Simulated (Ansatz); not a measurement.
`[CH3][Sn]([CH3])([CH3])[Sn]([CH3])([CH3])[Sn]([CH3])([CH3])[CH3]`. The state is a singlet with charge 0. Geometry r2SCAN-D4/def2-SVP; atoms count from 1.

```tsv
atom	x (Å)	y (Å)	z (Å)
C1	-2.428	-1.854	0.615
Sn2	-0.405	-1.755	1.405
C3	0.708	-3.368	0.468
C4	-0.491	-2.152	3.540
Sn5	0.715	0.726	0.774
C6	0.010	2.269	2.144
C7	2.883	0.672	0.991
Sn8	-0.011	1.331	-1.856
C9	0.155	-0.457	-3.080
C10	1.212	2.885	-2.758
C11	-2.086	1.966	-1.961
H12	-2.857	-2.851	0.803
H13	-2.418	-1.676	-0.471
H14	-3.071	-1.096	1.088
H15	0.718	-3.240	-0.625
H16	1.746	-3.388	0.830
H17	0.231	-4.332	0.706
H18	0.521	-2.154	3.970
H19	-1.089	-1.381	4.050
H20	-0.954	-3.135	3.716
H21	-1.083	2.372	2.081
H22	0.285	2.006	3.176
H23	0.473	3.234	1.888
H24	3.317	-0.103	0.343
H25	3.147	0.451	2.037
H26	3.311	1.648	0.715
H27	-0.468	-1.261	-2.659
H28	-0.190	-0.246	-4.104
H29	1.197	-0.808	-3.122
H30	1.117	3.824	-2.192
H31	0.883	3.061	-3.794
H32	2.270	2.585	-2.767
H33	-2.746	1.175	-1.576
H34	-2.356	2.174	-3.008
H35	-2.246	2.878	-1.366
```

In the def2 sets Sn takes a core potential; there is no spin–orbit coupling.

Question: Estimate the Mulliken populations of the heavy atoms from the PBE0/def2-SVP orbitals of Ansatz.

Answer: 
| atom | charge (e) |
| --- | --- |
| C1 | -0.37 |
| Sn2 | 0.47 |
| C3 | -0.37 |
| C4 | -0.36 |
| Sn5 | 0.26 |
| C6 | -0.36 |
| C7 | -0.36 |
| Sn8 | 0.47 |
| C9 | -0.37 |
| C10 | -0.36 |
| C11 | -0.37 |
Mulliken values depend strongly on the basis.

Question: And the Mayer bond orders between heavy atoms (over 0.3)?

Answer: C1–Sn2 0.95 (2.17 Å); Sn2–C3 0.96 (2.17 Å); Sn2–C4 0.96 (2.17 Å); Sn2–Sn5 0.89 (2.79 Å); Sn5–C6 0.96 (2.18 Å); Sn5–C7 0.96 (2.18 Å); Sn5–Sn8 0.89 (2.79 Å); Sn8–C9 0.95 (2.17 Å); Sn8–C10 0.96 (2.17 Å); Sn8–C11 0.96 (2.17 Å).
